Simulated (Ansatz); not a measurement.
FH₄NSeSi (`N[SiH](F)[SeH]`), relaxed with RKS PBE-D4/def2-SVP in the Gaussian-basis code of Ansatz from a rough embedded geometry. The force threshold is 0.03 eV/Å; the program also tests the step.

The species carries charge 0 and has multiplicity 1.

Start:

```xyz
8

N    -0.081    0.119    1.252
Si   -0.134   -0.433   -0.379
F    -1.726   -0.491   -0.876
Se    1.017    0.926   -1.732
H     0.943    0.140    1.596
H    -0.571   -0.568    1.910
H     0.469   -1.800   -0.459
H     0.083    2.107   -1.311
```

(1) How much energy does the relaxation release, and in how many steps? (Best estimate.)

(2) Which bonds change most? (An estimate is asked.)

(3) Give the relaxed structure. (Estimate.)

## Answers

(1) The calculation gave: 0.31 eV, in 9 steps, 3 of them rejected.

(2) Ansatz gave: Se4–H8 from 1.564 to 1.486 Å; N1–H5 from 1.080 to 1.021 Å; N1–H6 from 1.070 to 1.023 Å; Si2–Se4 from 2.237 to 2.282 Å.

(3) Computed: 
```xyz
8

N    -0.053    0.041    1.206
Si   -0.139   -0.544   -0.412
F    -1.741   -0.690   -0.728
Se    0.956    0.939   -1.757
H     0.819    0.435    1.563
H    -0.613   -0.389    1.946
H     0.444   -1.883   -0.760
H     0.326    2.090   -1.059
```
